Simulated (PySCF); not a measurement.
BCl, charge -1, doublet, at a GFN2-xTB geometry (the spin is typed, not shown lowest) (in this run its highest filled SCF level lies above zero, so its values depend strongly on the basis, on diffuse functions most of all). Base run: B3LYP/def2-SVP (PySCF).

Geometry (Å):
```xyz
2

B      0.0000     0.0000    -1.5797
Cl     0.0000     0.0000     0.4646
```
Charge -1, spin multiplicity 2.
Orbitals are unrestricted.
All else is at PySCF's defaults.

Variants of this job, named by their change:

| change | E (Eh) | HOMO (eV) | <S^2> |
|---|---|---|---|
| base | -484.81511 | 2.56 | 0.754 |
| functional = wb97x_v | -484.72094 | -0.01 | 0.753 |
| functional = wb97m_v | -484.76010 | 0.53 | 0.752 |
| functional = bhandhlyp | -484.78351 | 1.21 | 0.756 |
| functional = scan | -484.81480 | 3.02 | 0.758 |
| functional = pbe0 | -484.60961 | 2.23 | 0.755 |
| functional = b3lyp; dispersion = d4 | -484.81734 | 2.56 | 0.754 |
| functional = blyp | -484.77899 | 3.73 | 0.753 |
| functional = b97m_v | -484.68552 | 3.55 | 0.753 |
| functional = x3lyp | -484.74918 | 2.53 | 0.754 |
| functional = hse06 | -484.63089 | 2.62 | 0.755 |
| functional = b3lyp5 | -484.72844 | 2.65 | 0.754 |
| functional = wb97x | -484.78872 | -0.06 | 0.755 |

Absolute energies of different levels of theory aren't comparable as measures of quality.

Open shells are given as the SCF converged; they aren't shown to be the lowest states, and a large step between rows can be another state.
